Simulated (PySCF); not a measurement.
Geometry:
```tsv
atom	x (Å)	y (Å)	z (Å)
C1	2.824	-0.817	-0.839
C2	3.271	-0.181	0.253
Si3	1.819	0.606	1.157
C4	0.651	-0.115	-0.158
C5	-0.788	0.029	-0.200
C6	-1.420	1.031	0.542
C7	-2.796	1.152	0.484
N8	-3.572	0.359	-0.237
C9	-2.984	-0.603	-0.931
C10	-1.618	-0.813	-0.949
C11	1.394	-0.782	-1.068
H12	3.460	-1.341	-1.540
H13	4.314	-0.150	0.516
H14	1.882	2.068	1.144
H15	1.567	0.068	2.493
H16	-0.833	1.706	1.147
H17	-3.310	1.923	1.044
H18	-3.652	-1.238	-1.500
H19	-1.203	-1.628	-1.522
H20	0.990	-1.261	-1.949
```

Fast rotation and ring inversion assumed for equivalent nuclei, relativity neglected, a single conformation, no solvent model. σ from GIAO-PBE0/pcSseg-1; coordinates at the GFN2-xTB level; PySCF 2.14.

Shifts are taken against calculated references (same method and geometry level): TMS for $^{13}$C.

Problem. Do the $^{13}$C shifts follow the atomic charges (in e)? Tabulate both.

Solution. 
| atoms | hybridisation | δ (ppm) | σ para (ppm) | Hirshfeld | IAO | Mulliken | ESP-fitted |
| --- | --- | --- | --- | --- | --- | --- | --- |
| C1 | sp2 | 157.3 | -224 | -0.04 | -0.13 | -0.05 | -0.09 |
| C7/C9 | sp2 | 156.5 | -220 | +0.01 | -0.01 | +0.18 | +0.57 |
| C4 | sp2 | 151.5 | -224 | -0.09 | -0.27 | -0.36 | -0.37 |
| C11 | sp2 | 150.7 | -217 | -0.04 | -0.13 | -0.09 | -0.04 |
| C5 | sp2 | 150.5 | -219 | +0.01 | +0.03 | -0.01 | +0.69 |
| C2 | sp2 | 136.8 | -213 | -0.14 | -0.43 | -0.38 | -0.40 |
| C6/C10 | sp2 | 125.6 | -194 | -0.06 | -0.19 | -0.16 | -0.74 |

Correlation coefficients of δ with charge over these carbons: Hirshfeld +0.50, IAO +0.49, Mulliken +0.48, ESP-fitted +0.68; with the paramagnetic shielding -0.93. With so few points these coefficients are fragile. Charge is one influence among several: hybridisation and low-lying excitations act through the paramagnetic term.

Shifts are as computed. Against solution values, carbons near 30 ppm lie about +3 ppm off and those near 130 ppm about +5 ppm. Of 1211 compounds with measured shifts, 218 miss one by over three times the rms of a fit or turn the order of signals round; such compounds aren't used in these exercises.
